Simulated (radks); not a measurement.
Ionisation of neutral krypton, [Kr], to [Ar] 3d10 4s2 4p5 as the strength of local exchange is varied. Method: Dirac Kohn-Sham, Slater X-alpha exchange (alpha = 2/3 is LDA exchange), no correlation, spin-unpolarised, spherical densities, point nucleus; computed with a radial shooting solver on a logarithmic mesh with Libxc functionals.

[
 {"alpha": "0.566", "E(Kr) (hartree)": "-2770.25703", "exchange (hartree)": "-75.86446", "IE (eV)": "11.861", "-e of the level emptied (eV)": "6.812 (4p3/2)", "<r> of it (bohr)": "2.031"},
 {"alpha": "0.622", "E(Kr) (hartree)": "-2777.77304", "exchange (hartree)": "-83.59239", "IE (eV)": "12.553", "-e of the level emptied (eV)": "7.421 (4p3/2)", "<r> of it (bohr)": "2.003"},
 {"alpha": "0.667", "E(Kr) (hartree)": "-2783.82717", "exchange (hartree)": "-89.83112", "IE (eV)": "13.122", "-e of the level emptied (eV)": "7.925 (4p3/2)", "<r> of it (bohr)": "1.982"},
 {"alpha": "0.825", "E(Kr) (hartree)": "-2805.18586", "exchange (hartree)": "-111.93877", "IE (eV)": "15.206", "-e of the level emptied (eV)": "9.793 (4p3/2)", "<r> of it (bohr)": "1.911"},
 {"alpha": "0.984", "E(Kr) (hartree)": "-2826.83967", "exchange (hartree)": "-134.50423", "IE (eV)": "17.435", "-e of the level emptied (eV)": "11.820 (4p3/2)", "<r> of it (bohr)": "1.848"}
]

NIST Atomic Spectra Database: 14.000 eV (measured). The Delta-SCF value meets it near alpha = 0.73. Spin polarisation and multiplet splitting are left out, so open shells lie too high by an amount that depends on their filling. Sharing an open shell by 2j + 1 raises it above the true ground level by a part of the spin-orbit splitting, which enters the differences from NIST.

Beside tabulated values, note that spin-unpolarised runs miss the spin-polarisation part of the exchange energy of open shells.
